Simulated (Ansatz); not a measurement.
A structure relaxed at PBE-D4/def2-SVP in Ansatz, charge 0, singlet:

```xyz
35

Sn    0.213    2.333   -0.055
C    -0.990    4.035   -0.722
C     0.888    2.746    1.983
C     1.990    2.241   -1.326
Sn   -1.204   -0.096   -0.163
C    -2.765   -0.143    1.379
C    -2.246   -0.272   -2.086
Sn    0.555   -2.269    0.169
C     0.110   -3.900   -1.219
C     2.615   -1.628   -0.198
C     0.475   -3.074    2.200
H    -0.373    4.956   -0.699
H    -1.348    3.868   -1.757
H    -1.865    4.171   -0.057
H     1.548    1.931    2.340
H     0.021    2.829    2.667
H     1.453    3.699    2.002
H     2.551    3.193   -1.246
H     2.645    1.407   -1.006
H     1.699    2.084   -2.383
H    -3.463    0.704    1.231
H    -3.329   -1.093    1.309
H    -2.311   -0.066    2.386
H    -1.520   -0.251   -2.921
H    -2.956    0.570   -2.205
H    -2.806   -1.226   -2.119
H     0.155   -3.536   -2.264
H    -0.903   -4.303   -1.025
H     0.852   -4.713   -1.089
H     2.720   -1.251   -1.233
H     2.891   -0.819    0.506
H     3.308   -2.481   -0.054
H     1.179   -3.925    2.291
H     0.759   -2.294    2.933
H    -0.548   -3.427    2.433
```

Problem. Give its formula, name or SMILES.

Solution. Sn3Me8 (C8H24Sn3).

Problem. Summarise the bond lengths by kind (pairs closer than 1.2 times the sum of covalent radii, bridged metal pairs left out).

Solution. 8 × C–Sn 2.19 Å; 2 × Sn–Sn 2.81 to 2.82 Å; 24 × C–H 1.11 Å.

In the def2 sets Sn takes a core potential; there is no spin–orbit coupling.
